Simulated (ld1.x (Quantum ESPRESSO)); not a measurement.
**What one change does to a pseudopotential (N (Z = 7), TM)**

* Element: nitrogen (N)
* Generator: ld1.x (Quantum ESPRESSO) 7.5
* Type: norm-conserving Troullier–Martins (Kleinman–Bylander form)
* Functional: LDA (PZ)
* Relativity: scalar-relativistic
* Frozen core: [He]
* Valence charge: 5
* Reference configuration: 2s2 2p2.75 (charge +0.25)
* Partial waves: 2s (bound): rc 1.00 bohr; 3d channel at 0.15 Ry: rc 1.30 bohr; 2p (bound): rc 1.25 bohr
* Local potential: the p channel
* Core correction: none

Change: type ultrasoft; waves now 2s (bound): rcut 0.85, rcutus 1.00 bohr; 2s channel at 0.8 Ry: rcut 0.85, rcutus 1.00 bohr; 2p (bound): rcut 1.10, rcutus 1.25 bohr; 2p channel at 0.05 Ry: rcut 1.10, rcutus 1.25 bohr; 3d channel at 0.15 Ry: rcut 1.15, rcutus 1.30 bohr; local potential all-electron potential smoothed inside 1.20 bohr (lloc = -1); augmentation PSQ, radius 0.90 bohr.

Cutoffs: the cutoffs (Ry, on a coarse ladder) from which the occupation-weighted sum of valence levels, in a spherical-Bessel basis at the reference potential, stays within 10 and 1 mRy of its value at 400 Ry; they do not see the model core or the augmentation charge, which bear on the density cutoff. Errors are all-electron minus pseudo energies relative to the spin-unpolarised reference configuration.

Problem. How do hardness, ghosts and transferability respond?

Solution. The potential gets softer (70 Ry and 140 Ry → 40 Ry and 55 Ry); of the 9 tests that both files solve, the error grows in 1 and shrinks in 2 by more than 15 % and 0.3 meV (median size 15.2 → 13.0 meV); neither file shows a bound ghost. Several settings change at once here, so the effects cannot be laid on one of them.

| quantity | base | changed |
| --- | --- | --- |
| cutoff, loose | 70 Ry | 40 Ry |
| cutoff, tight | 140 Ry | 55 Ry |
| loose cutoff by channel (10 mRy a level) | s 45 Ry, p 55 Ry | s 10 Ry, p 35 Ry |
| bound ghosts | none | none |
| error for 2s2 2p3, meV [ΔE -2.19 eV] | +0.1 | +0.3 |
| error for 2s2 2p2, meV [ΔE 11.54 eV] | +3.2 | +3.3 |
| error for 2s2 2p1, meV [ΔE 40.51 eV] | +66 | +44 |
| error for 2s2 2p0, meV [ΔE 87.68 eV] | +399 | +243 |
| error for 2s2 2p2.5, meV [ΔE 2.98 eV] | 0.0 | +0.1 |
| error for 2s1 2p3, meV [ΔE 23.00 eV] | +1.7 | +7.6 |
| error for 2s1 2p4, meV [ΔE 9.02 eV] | +15 | +13 |
| error for 2s2 2p2.75 (spin-polarised), meV [ΔE -2.61 eV] | +271 | +280 |
| error for 2s2 2p3 (spin-polarised), meV [ΔE -5.08 eV] | +290 | +298 |
| s: phases at 1.40 bohr within 0.05 rad from the reference energy up to (Ry; the scan ends near 5) | to the end of the scan | to the end of the scan |
| p: phases at 1.40 bohr within 0.05 rad from the reference energy up to (Ry; the scan ends near 5) | to the end of the scan | to the end of the scan |
| d: phases at 1.40 bohr within 0.05 rad from the reference energy up to (Ry; the scan ends near 5) | to the end of the scan | to the end of the scan |
